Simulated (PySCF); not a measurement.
Harmonic spectrum computed at PBE0 in the def2-TZVP basis family (core potentials from Rb on, PySCF, no spin–orbit coupling):

```tsv
symmetry	ω (cm⁻¹)	IR (km/mol, summed over degenerate members)
π	79	23.2
σ+	372	44.5
σ+	873	11.3
```

Question: Which molecule gave it? In each, all ligands are bound to the one heavy central atom.
A. ClPbN (singlet)
B. ClWN (triplet)
C. ClGeN (singlet)
D. ClTiN (singlet)
E. ClSnN (singlet)

Answer: E. It has C∞v symmetry with Sn–Cl 2.300 Å, Sn–N 1.821 Å.
